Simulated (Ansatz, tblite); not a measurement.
Removing and adding an electron: SiMe2(SiMe3)2 (C8H24Si3). The state is a singlet with charge 0. Geometry: PBE-D4/def2-SVP. Ansatz, gas phase; energy differences of separate SCF runs; the oxidised species was run as a doublet alone; the reduced species was run as a doublet alone.

Cartesian coordinates in Å:
```
Si -0.9275 0.3835 0.0197
C -2.2350 0.0207 1.3662
H -1.8328 -0.6683 2.1369
H -3.1398 -0.4505 0.9282
H -2.5504 0.9552 1.8754
C -1.6771 1.5837 -1.2650
H -2.5792 1.1442 -1.7397
H -0.9479 1.8152 -2.0682
H -1.9749 2.5415 -0.7894
Si -0.3251 -1.6452 -1.0229
C 1.2704 -1.4263 -2.0367
C -0.0410 -2.9776 0.3051
C -1.7195 -2.2182 -2.1846
H 1.5287 -2.3640 -2.5729
H 2.1275 -1.1629 -1.3832
H 1.1622 -0.6217 -2.7932
H 0.7555 -2.6763 1.0159
H -0.9660 -3.1578 0.8910
H 0.2607 -3.9408 -0.1584
H -2.6694 -2.3633 -1.6296
H -1.9059 -1.4734 -2.9856
H -1.4590 -3.1825 -2.6706
Si 0.9688 1.3834 1.0032
C 1.9608 0.0937 1.9902
C 2.0779 2.1165 -0.3573
C 0.4319 2.7801 2.1792
H 2.8281 0.5658 2.4985
H 2.3510 -0.7054 1.3265
H 1.3332 -0.3891 2.7676
H 2.4094 1.3368 -1.0730
H 1.5380 2.8963 -0.9330
H 2.9841 2.5853 0.0816
H -0.1417 3.5606 1.6379
H -0.2112 2.3923 2.9958
H 1.3149 3.2684 2.6439
```

The xTB rows come from tblite. HOMO above LUMO, or a gap near zero within one spin, warns that the state may not be the lowest or that an electron is smeared out.

| level | −HOMO (eV) | vertical IE (eV) | −LUMO (eV) | vertical EA (eV) | HOMO–LUMO gap (eV) | IE − EA (eV) |
| --- | --- | --- | --- | --- | --- | --- |
| GFN1-xTB | 10.16 | 12.01 | 6.22 | 4.18 | 3.94 | 7.83 |
| GFN2-xTB | 8.89 | 10.97 | 4.79 | – | 4.10 | – |

Task: Estimate the rows for PBE-D4/def2-SVP, PBE0-D4/def2-SVP.

Result: 
```tsv
level	−HOMO (eV)	vertical IE (eV)	−LUMO (eV)	vertical EA (eV)	HOMO–LUMO gap (eV)	IE − EA (eV)	remarks
PBE-D4/def2-SVP	5.39	7.72	0.02	-1.69	5.38	9.42	HOMO above zero (-1 doublet), gap within one spin near zero (-1 doublet)
PBE0-D4/def2-SVP	6.49	8.03	-0.74	-1.96	7.23	9.99	HOMO above zero (-1 doublet)
```

   A HOMO above zero means that the electron is unbound at that level or that self-interaction error raises the level; the energy of removing that electron tells which. Raw xTB energy differences between charge states are shifted by several eV; the methods need an empirical correction for them. Sets without diffuse functions give affinities that are too small. A negative affinity means that the extra electron isn't bound; its size then hangs on the basis.
